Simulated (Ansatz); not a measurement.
Consider the ligand exchange at the Si–C bond: `C[SiH2]CSS` + `[NH2][ZnH]` → `C[SiH2][NH][ZnH]` + `CSS`.

Computed with Ansatz on PBE0-D4/def2-TZVP structures; ΔE is electronic, products minus reactants. CCSD(T)/CBS adds triple-zeta CCSD(T) − MP2 to the extrapolated MP2 energy (def2 sets, frozen cores). For Zn outer-core shells are correlated without core-valence functions, which leaves a few kJ/mol of doubt a bond. Scalar relativity is left out up to krypton. One conformer a species, not always the lowest.

`C[SiH2]CSS`:

```xyz
13

C     1.073   -1.096   -1.099
Si   -0.131   -0.909    0.316
C     0.173    0.716    1.219
S    -0.045    2.177    0.160
S    -2.063    2.336   -0.049
H     0.872   -2.011   -1.662
H     2.102   -1.143   -0.735
H     0.993   -0.249   -1.784
H     0.026   -2.026    1.290
H    -1.531   -0.933   -0.186
H    -0.440    0.829    2.116
H     1.221    0.770    1.535
H    -2.249    1.540   -1.121
```

`[NH2][ZnH]`:

Cartesian coordinates in Å:
```
N 0.326 -0.762 -0.104
Zn -0.574 0.792 0.169
H 1.036 -1.055 0.551
H 0.621 -1.016 -1.035
H -1.409 2.041 0.418
```

`C[SiH2][NH][ZnH]`:

Cartesian coordinates in Å:
```
C -1.219 0.494 0.637
Si -0.503 -0.857 -0.441
N 1.168 -0.547 -0.661
Zn 2.118 0.849 0.026
H -0.740 0.518 1.620
H -2.287 0.327 0.798
H -1.109 1.478 0.172
H -1.251 -0.889 -1.736
H -0.755 -2.179 0.210
H 1.676 -1.209 -1.231
H 2.903 2.016 0.604
```

`CSS`:

Cartesian coordinates in Å:
```
C -0.816 -0.122 0.510
S -0.114 0.954 -0.754
S 1.455 -0.135 -1.462
H -0.127 -0.249 1.344
H -1.084 -1.090 0.088
H -1.720 0.380 0.864
H 2.405 0.261 -0.591
```

```tsv
species	SCS-MP2/def2-TZVPP energy (Eh)
`C[SiH2]CSS`	-1165.30795
`[NH2][ZnH]`	-1834.69560
`C[SiH2][NH][ZnH]`	-2164.19916
`CSS`	-835.83302
```

Problem. Work out ΔE.

Solution. ΔE = (-2164.19916) + (-835.83302) − (-1165.30795) − (-1834.69560) = -0.02863 Eh = -0.78 eV. CCSD(T)/CBS gives -0.73 eV.

Largest T1 diagnostic among the species: 0.016.

The D4 term adds +0.05 eV with B3LYP and +0.03 eV with PBE0; it sums over pairs of atoms, weighted by their polarisabilities, and B3LYP, whose exchange is more repulsive, gets the larger term. From PBE to PBE0 (25 % exact exchange), in def2-TZVPP and without D4, ΔE moves by −0.05 eV. In def2-TZVPP, CCSD(T) changes the Hartree–Fock value by +0.18 eV (the triples alone add +0.03 eV) and MP2 by +0.19 eV.

B3LYP here is the variant with VWN-RPA as its local correlation; programs differ in this.
